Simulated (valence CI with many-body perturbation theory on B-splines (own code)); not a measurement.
The numbers below are computed, except where a source is named.
# Dy35+: what the settings do

Level of theory: relativistic CI+MBPT: three valence electrons over a frozen Dirac-Fock core [Ar] 3d10, radial functions for each j: 6 s, 6 p, 5 d, 3 f, 1 g, with the one-electron correlation potential Σ1 (screened to all orders), the two-electron term Σ2, the three-electron term Σ3, Breit, model QED; selected single and double excitations, second order for the rest (own B-spline code, finite nucleus).

No measured spectrum was set against this ion. As an estimate, large intervals hold to a few tenths of a per cent, small ones and those within an open d or f shell to about a per cent.

The reference run has the lowest level (4s^2 4p1/2) J=1/2 and an ionisation energy of 1520.73 eV. Its largest variational space holds 2817 state functions.

Levels are named by their leading jj configuration (3d3/2^4 stands for four electrons in 3d with j = 3/2), which in mixed levels can hold well under half, so a name can repeat and another be missing. Letters in brackets count levels of one name in rising energy.

Changed runs:
A. highest l in the core sums 6 → 4
B. scale of Σ1 1 → 0.8; shift of the energy in Σ1 (hartree) 0 → -12.033
C. screening of Σ1 on → off
D. correlating orbitals by l 3 3 3 2 1 → 0 0 0 0 0 (bad on purpose)

Excitation energies of the reference run in cm⁻¹, and shifts in cm⁻¹:

```tsv
Level	Reference	A	B	C	D
(4s^2 4p3/2) J=3/2	427742	+64	-415	+100	-8.9
(4s 4p1/2^2) J=1/2	620621	-149	+175	-1.4	-145
(4s 4p1/2 4p3/2) J=3/2 [a]	965590	-81	-217	+93	-709
(4s 4p1/2 4p3/2) J=5/2	1020500	-84	-226	+95	-233
(4s 4p1/2 4p3/2) J=3/2 [b]	1101040	-87	-230	+96	+289
(4s 4p1/2 4p3/2) J=1/2	1124510	-94	-226	+94	+446
(4s 4p3/2^2) J=5/2	1412760	-18	-585	+181	-490
(4s^2 4d3/2) J=3/2	1482040	-26	-151	+81	+598
(4s 4p3/2^2) J=1/2	1552830	-35	-640	+193	+873
(4s 4p3/2^2) J=3/2	1590210	-33	-545	+171	+1011
(4s^2 4d5/2) J=5/2	1603580	-15	-260	+103	+1135
(4p1/2^2 4p3/2) J=3/2	1732150	-237	-37	+89	+6.3
Ionisation energy (eV)	1520.73	+0.08	-0.55	+0.09	-0.10
```
